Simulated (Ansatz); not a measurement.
Breaking the C1–H4 bond in N-methylmethanimine (SMILES C=NC) (multiplicity 1 held, fragments rigid). Energies count from the point at 1.092 Å.
Geometry at that point (charge 0, multiplicity 1):
```xyz
8

C      1.09069    -0.37559    -0.00394
N     -0.03958     0.49981     0.22469
C     -1.18032     0.10627    -0.13438
H      1.82199     0.14518    -0.62575
H      1.57680    -0.58338     0.95167
H      0.82082    -1.32612    -0.48490
H     -1.36081    -0.86665    -0.61180
H     -2.04399     0.74819     0.02785
```

Restricted levels (R-, RO-) in cc, def2 and unpolarised 6-31G sets keep to the state of the molecule at rest. Active spaces are followed from a long bond inwards. Curves can end on different states.

Correlated levels freeze the cores.

Run with Ansatz (a quantum-chemistry and plane-wave program) with Gaussian orbitals. Each number belongs to the level named beside it.

Energies in eV.

```
R (Å)  R-B3LYP/cc-pVTZ  R-wB97X-V/cc-pVTZ  FIC-NEVPT4(SD) on CASSCF(2,2)/cc-pVTZ  FIC-MRCISD on CASSCF(2,2)/cc-pVTZ  FIC-MRCISD+Q on CASSCF(2,2)/cc-pVTZ
-----  ---------------  -----------------  -------------------------------------  ---------------------------------  -----------------------------------
0.874             1.21               1.25                                   1.23                               1.23                                 1.23
0.983             0.24               0.25                                   0.24                               0.24                                 0.24
1.092             0.00               0.00                                   0.00                               0.00                                 0.00
1.201             0.16               0.16                                   0.16                               0.16                                 0.16
1.311             0.52               0.54                                   0.53                               0.53                                 0.54
1.474             1.23               1.28                                   1.24                               1.24                                 1.25
1.638             1.97               2.07                                   1.98                               1.97                                 1.98
1.911             3.10               3.31                                   3.03                               3.01                                 3.04
2.184             4.01               4.36                                   3.79                               3.76                                 3.80
2.512             4.84               5.36                                   4.34                               4.30                                 4.35
2.949             5.60               6.35                                   4.66                               4.61                                 4.67
3.495             6.16               7.20                                   4.78                               4.72                                 4.78
```

Doubts at one or more of the structures used: a restricted determinant that unrestricted orbitals would lower (R-B3LYP/cc-pVTZ, R-wB97X-V/cc-pVTZ).
